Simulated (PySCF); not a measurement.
CH5ClFNSi, SMILES NC[Si@H](F)Cl.

The structure is a stationary point at PBE-D3(BJ)/def2-SVP. The structure was generated by enumeration; whether it is a known compound was not checked. The values are those of a single conformer.

The numbers are results of PBE-D3(BJ)/def2-SVP (PySCF), not measurements.

Frequencies are harmonic and unscaled.

List the normal modes with their intensities. (Estimate from the structure and the level; the computed values follow.)


```csv
mode,ν (cm⁻¹),IR (km/mol),moving atoms (share of kinetic energy)
1,76,1.0,"H 30 %, N 30 %, C 13 %, F 11 %, Si 9 %"
2,106,2.6,"N 26 %, Cl 20 %, Si 19 %, F 14 %, H 14 %"
3,211,10.2,"F 43 %, H 15 %, Cl 13 %, N 12 %, C 11 %"
4,242,31.4,"H 36 %, F 27 %, Si 24 %"
5,284,0.3,"Cl 29 %, N 27 %, C 14 %, H 14 %, F 8 %"
6,329,32.4,H 80 %
7,537,86.3,"Si 46 %, Cl 35 %, H 10 %"
8,652,9.3,"H 57 %, C 33 %"
9,712,134.2,"Si 33 %, H 33 %, C 29 %"
10,789,76.0,"H 82 %, F 8 %"
11,812,45.1,"H 66 %, F 20 %"
12,825,224.2,"H 69 %, N 24 %"
13,890,144.3,"Si 42 %, F 30 %, H 24 %"
14,1049,11.7,H 96 %
15,1064,5.9,"C 44 %, N 33 %, H 22 %"
16,1217,1.2,"H 74 %, C 24 %"
17,1320,0.2,"H 82 %, N 10 %"
18,1365,5.1,H 93 %
19,1585,19.2,H 92 %
20,2188,115.3,H 97 %
21,2973,9.7,H 95 %
22,3029,4.8,"H 91 %, C 9 %"
23,3405,1.6,H 96 %
24,3490,3.3,"H 92 %, N 8 %"
```
